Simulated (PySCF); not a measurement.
## `C(C)[P@@H](=[Se])C1CC1`, C5H11PSe

Geometry:
```
atom   x (Å)   y (Å)   z (Å)
  C1   2.194   0.460  -1.203
  C2   1.765  -0.157   0.120
  P3   0.188  -1.098   0.040
 Se4  -0.340  -2.019   1.826
  C5  -1.048   0.021  -0.690
  C6  -1.696   0.993   0.258
  C7  -2.480  -0.154  -0.275
  H8   3.187   0.893  -1.107
  H9   1.507   1.246  -1.506
 H10   2.224  -0.296  -1.986
 H11   1.633   0.607   0.893
 H12   2.517  -0.863   0.488
 H13   0.438  -1.970  -1.029
 H14  -0.841   0.339  -1.705
 H15  -1.397   0.945   1.297
 H16  -1.908   1.992  -0.094
 H17  -3.247   0.029  -1.012
 H18  -2.706  -0.962   0.408
```

Method used: GIAO HF/pcSseg-1 magnetisability, rotational g tensor and spin-rotation constants, non-relativistic, gas phase (PySCF). Geometry: GFN2-xTB.

The calculation is non-relativistic, which matters for the atoms heavier than Zn.

**Question.** How diamagnetic is it, and how anisotropic?

**Answer.** Isotropic -1954 × 10⁻³⁰ J/T², or -117.7 × 10⁻⁶ cm³/mol; principal values -2083, -1900, -1878 × 10⁻³⁰ J/T², anisotropy 194 × 10⁻³⁰ J/T² (root of half the summed squared differences of the principal values). The susceptibility is in cgs units.

**Question.** Split it along the inertial axes a, b, c into diamagnetic and paramagnetic parts about the centre of mass, with the quadrupole moment.

**Answer.** 
| axis | χ (10⁻⁶ cm³/mol) | diamagnetic (10⁻⁶ cm³/mol) | paramagnetic (10⁻⁶ cm³/mol) | summed x² of all electrons (Å²) | quadrupole Θ (D Å) |
| --- | --- | --- | --- | --- | --- |
| a | -123.8 | -872.4 | 748.6 | 229.4 | -2.13 |
| b | -114.1 | -1134.5 | 1020.3 | 167.6 | +3.49 |
| c | -115.0 | -1684.3 | 1569.3 | 38.0 | -1.36 |

Anisotropies 2χaa − χbb − χcc = -18.5 and 2χbb − χaa − χcc = +10.6 × 10⁻⁶ cm³/mol. Θ is traceless in Buckingham's convention.

**Question.** And the rotational g tensor?

**Answer.** 
| axis | rotational constant (GHz) | g | nuclear part | electronic part |
| --- | --- | --- | --- | --- |
| a | 1.6849 | +0.0089 | 0.6014 | -0.5925 |
| b | 1.1248 | -0.0009 | 0.5383 | -0.5392 |
| c | 0.7462 | +0.0007 | 0.5508 | -0.5501 |

Asymmetric top; isotopes 12C, 1H, 31P, 80Se; no vibrational averaging.
